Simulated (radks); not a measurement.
Neutral molybdenum inside a hard spherical wall (all orbitals vanish at R), configuration held at [Kr] 4d5 5s1 and not refilled when levels cross. Method: scalar-relativistic Kohn-Sham, PBEsol, spin-polarised, spherical densities, finite nucleus; open shells are filled with parallel spins first (spin-orbit coupling, left out, can overturn this in heavy ions); Fermi nuclear charge, rms radius 4.4091 fm; computed with a radial shooting solver on a logarithmic mesh with Libxc functionals. Eigenvalues in eV for spin up, with the zero of energy where the potential of the charges vanishes at infinity; a dash marks a level that is unbound or too diffuse for the functional's potential to be trusted. A positive occupied level is held by the wall or, in an anion where self-interaction has pushed it up, behind a barrier. The pressure on the wall is -dE/dV.

R (bohr)  E (hartree)  kinetic (hartree)    e(4s)    e(4p)   e(5s)   e(4d)  e(5p, empty)  e(6s, empty)  pressure (GPa)
free      -4046.55105           4171.887  -64.758  -39.050  -4.664  -4.574        -1.265             -               0
12        -4046.55100           4171.887  -64.752  -39.044  -4.659  -4.569        -1.218         0.948        0.000890
10        -4046.55058           4171.891  -64.720  -39.013  -4.631  -4.540        -1.094         2.074          0.0123
7         -4046.53773           4171.977  -64.215  -38.515  -4.128  -4.094         0.015         8.042           0.713
5         -4046.41699           4172.558  -61.810  -36.192  -1.122  -1.966         4.711        25.210            15.2
4         -4046.07811           4173.913  -57.939  -32.516   5.329   1.748        13.536        51.358            91.9
3.5       -4045.60796           4175.680  -54.307  -29.067  13.027   5.609        23.419        77.493             260
2.5       -4041.71130           4189.878  -37.228  -11.792  62.643  27.032        81.320        210.41            3420
